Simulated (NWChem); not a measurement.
All runs are NWChem calculations. System: Br2, charge 0, spin multiplicity 1, displaced from the optimised geometry. Level: PBE/def2-TZVP.

Input file:

```
start mol
memory heap 200 mb stack 900 mb global 1100 mb
geometry units angstroms nocenter noautoz
  Br     0.000000     0.000000     1.172154
  Br     0.000000     0.000000    -1.172154
  symmetry group D2h
end
basis spherical
  * library def2-tzvp
end
dft
  xc xpbe96 cpbe96
  semidirect memsize 60000000 filesize 0
  iterations 100
  convergence energy 1e-9 density 1e-8 gradient 1e-7
end
task dft gradient
```

Part of the output:

```
             Northwest Computational Chemistry Package (NWChem) 7.3.0
             --------------------------------------------------------

                                NWChem Input Module
                                -------------------

 Scaling coordinates for geometry "geometry" by  1.889725989
 (inverse scale =  0.529177249)

 Turning off AUTOSYM since
 SYMMETRY directive was detected!

                             Geometry "geometry" -> ""
                             -------------------------

 Output coordinates in angstroms (scale by  1.889725989 to convert to a.u.)

  No.       Tag          Charge          X              Y              Z
 ---- ---------------- ---------- -------------- -------------- --------------
    1 Br                  35.0000     0.00000000     0.00000000     1.17215400
    2 Br                  35.0000     0.00000000     0.00000000    -1.17215400

 Effective nuclear repulsion energy (a.u.)     276.5174755299

            Nuclear Dipole moment (a.u.)
            ----------------------------
        X                 Y               Z
 ---------------- ---------------- ----------------
     0.0000000000     0.0000000000     0.0000000000

      Symmetry information
      --------------------

 Group name             D2h
 Group number             26
 Group order               8
 No. of unique centers     1

      Symmetry unique atoms

     1


 Summary of "ao basis" -> "" (spherical)
 ------------------------------------------------------------------------------
       Tag                 Description            Shells   Functions and Types
 ---------------- ------------------------------  ------  ---------------------
 *                         def2-tzvp                  on all atoms

  pbe96 is a nonlocal functional; adding pw91lda local functional.

                                 NWChem DFT Module
                                 -----------------

 Summary of "ao basis" -> "ao basis" (spherical)
 ------------------------------------------------------------------------------
       Tag                 Description            Shells   Functions and Types
[...]
     2   1 1 0     -0.000000     -0.000000     -0.000000      0.000000
     2   1 0 1      0.000000      0.000000      0.000000      0.000000
     2   0 2 0    -27.656259    -13.828130    -13.828130      0.000000
     2   0 1 1      0.000000      0.000000      0.000000      0.000000
     2   0 0 2    -23.596755   -183.523986   -183.523986    343.451217

  itol2e modified to match energy
  convergence criterion.

            General Information
            -------------------
          SCF calculation type: DFT
          Wavefunction type:  closed shell.
          No. of atoms     :     2
          No. of electrons :    70
           Alpha electrons :    35
            Beta electrons :    35
          Charge           :     0
          Spin multiplicity:     1
          Use of symmetry is: on ; symmetry adaption is: on
          Maximum number of iterations: 100
          AO basis - number of functions:    96
                     number of shells:    32
          Convergence on energy requested:  1.00D-09
          Convergence on density requested:  1.00D-08
          Convergence on gradient requested:  1.00D-07

              XC Information
              --------------
          PerdewBurkeErnzerhof Exchange Functional  1.000
            Perdew 1991 LDA Correlation Functional  1.000 local
           PerdewBurkeErnz. Correlation Functional  1.000 non-local

             Grid Information
             ----------------
          Grid used for XC integration:  medium
          Radial quadrature: Mura-Knowles
          Angular quadrature: Lebedev.
          Tag              B.-S. Rad. Rad. Pts. Rad. Cut. Ang. Pts.
          ---              ---------- --------- --------- ---------
          Br                  1.15      112           9.0       590
          Grid pruning is: on
          Number of quadrature shells:   112
          Spatial weights used:  Erf1

          Convergence Information
          -----------------------
          Convergence aids based upon iterative change in
          total energy or number of iterations.
          Levelshifting, if invoked, occurs when the
          HOMO/LUMO gap drops below (HL_TOL):  1.00D-02
          DIIS, if invoked, will attempt to extrapolate
          using up to (NFOCK): 10 stored Fock matrices.

                    Damping( 0%)  Levelshifting(0.5)       DIIS
                  --------------- ------------------- ---------------
          dE  on:    start            ASAP                start
          dE off:    2 iters        100 iters           100 iters

      Screening Tolerance Information
      -------------------------------
          Density screening/tol_rho:  1.00D-12
          AO Gaussian exp screening on grid/accAOfunc:  21
          CD Gaussian exp screening on grid/accCDfunc:  20
          XC Gaussian exp screening on grid/accXCfunc:  20
          Schwarz screening/accCoul:  1.00D-10

                            NWChem DFT Gradient Module
                            --------------------------

  charge          =   0.00
  wavefunction    = closed shell

  Using symmetry

                         DFT ENERGY GRADIENTS

    atom               coordinates                        gradient
                 x          y          z           x          y          z
   1 Br      0.000000   0.000000   2.215050    0.000000   0.000000   0.008588
   2 Br      0.000000   0.000000  -2.215050    0.000000   0.000000  -0.008588

                 ----------------------------------------
                 |  Time  |  1-e(secs)   |  2-e(secs)   |
                 ----------------------------------------
                 |  CPU   |       0.01   |       5.98   |
                 ----------------------------------------
                 |  WALL  |       0.01   |       5.98   |
                 ----------------------------------------

 Task  times  cpu:       11.1s     wall:       11.1s

 Total times  cpu:       11.1s     wall:       11.1s
```
